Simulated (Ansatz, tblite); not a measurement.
Forces on (H2Ga-mu-H)2 (Ga2H6) at its PBE0-D4/def2-TZVP geometry. Total charge 0; singlet.

The xTB rows come from tblite.

GFN1-xTB (tblite), largest force 0.28 eV/Å:

```xyz
8
positions Å, forces eV/Å
Ga    0.830   -0.349    0.928    0.110   -0.050    0.124
H     2.312    0.024    0.640   -0.199   -0.109    0.155
H     0.193   -1.075    2.145    0.213    0.105   -0.139
H    -0.165    1.042    0.541   -0.019    0.125    0.063
Ga   -0.831    0.349   -0.927   -0.113    0.049   -0.122
H    -2.317   -0.018   -0.655    0.202    0.108   -0.152
H    -0.178    1.074   -2.138   -0.215   -0.104    0.136
H     0.155   -1.046   -0.534    0.020   -0.124   -0.064
```

GFN2-xTB (tblite), largest force 0.38 eV/Å:

```
Ga 0.175 -0.074 0.195
H -0.096 -0.087 0.141
H 0.178 0.054 -0.051
H -0.051 0.330 0.171
Ga -0.175 0.074 -0.195
H 0.097 0.088 -0.142
H -0.177 -0.054 0.050
H 0.050 -0.331 -0.170
```

PBE-D4/def2-TZVP (Ansatz), largest force 0.11 eV/Å:

```
Ga 0.057 -0.028 0.061
H 0.100 0.030 -0.026
H -0.053 -0.048 0.080
H -0.010 0.058 0.027
Ga -0.057 0.028 -0.061
H -0.100 -0.030 0.027
H 0.052 0.049 -0.081
H 0.011 -0.058 -0.028
```
